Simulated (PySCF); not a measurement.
**Radial density of Sr²⁺ (strontium, charge +2)**

MN15, [Kr], closed-shell 1S. Computed with PySCF 2.14 in aug-cc-pVDZ-X2C, with scalar relativity by spin-free X2C-1e.

| r (bohr) | 4πr²ρ (e/bohr) |
| --- | --- |
| 0.0286 | 47.60 |
| 0.0481 | 40.36 |
| 0.0809 | 46.61 |
| 0.136 | 56.42 |
| 0.229 | 34.23 |
| 0.385 | 41.53 |
| 0.648 | 20.39 |
| 1.09 | 7.561 |
| 1.83 | 3.983 |
| 3.08 | 0.2601 |
| 5.19 | 0.0008606 |

Densities and radii are taken from the X2C orbitals without a picture-change correction, which distorts them close to the nucleus.
